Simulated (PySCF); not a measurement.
## How methods differ on the excitation energy of Al+

Al+ [Ne] 3s2 (1S) → Al+ [Ne] 3d2 (3F), as a difference of total energies. All numbers are calculated (PySCF 2.14, no relativity, point nucleus, in aug-cc-pV(Q+d)Z (7s6p5d3f2g, 89 functions)). Correlated levels: valence: [Ne] frozen. The calculations carry no spin-orbit coupling.

| method | excitation energy (cm⁻¹) |
| --- | --- |
| UHF | 193020 |
| LDA | 195260 |
| PBE | 190220 |
| PBE0 | 192460 |
| r2SCAN | 190090 |
| BLYP | 192280 |
| revPBE | 187930 |
| TPSS | 188910 |
| MP2 (valence) | 197960 |
| SCS-MP2 (valence) | 200210 |

The upper state lies above the first ionisation limit, where it may autoionise and the basis confines it.

The promoted electron is Rydberg-like, and one or two diffuse shells describe it only roughly, which tends to raise the upper state.
